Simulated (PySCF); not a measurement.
Job for PySCF: R-B3LYP/LANL2DZ on silylphosphine (SMILES [SiH3]P), a point of a torsion scan.

```python
from pyscf import gto, scf, dft, mp
from pyscf.data.elements import chemcore

mol = gto.M(
    atom='''
    Si   -0.82701510    0.08833910   -0.03681340
    P     1.40397895    0.15322082   -0.24585320
    H    -1.42774542   -0.90075305   -0.93344357
    H    -1.31375373    1.42222903   -0.38587641
    H    -1.17954811   -0.23522875    1.34542792
    H     1.49037568   -0.82538471   -1.21818271
    H     1.66436307   -0.75685454    0.76211761
    ''',
    basis='lanl2dz',
    ecp={'P': 'lanl2dz', 'Si': 'lanl2dz'},
    charge=0, spin=0, verbose=3, max_memory=1800)
mf = dft.RKS(mol, xc='b3lyp')
mf.conv_tol = 1e-8
mf.max_cycle = 100
mf.kernel()
if not mf.converged:
    mf = mf.newton().run(mf.mo_coeff, mf.mo_occ)
```

Program output:

```
converged SCF energy = -13.3472121911071
```

The run converged.

Cost: around 1.0 core-seconds (rough).
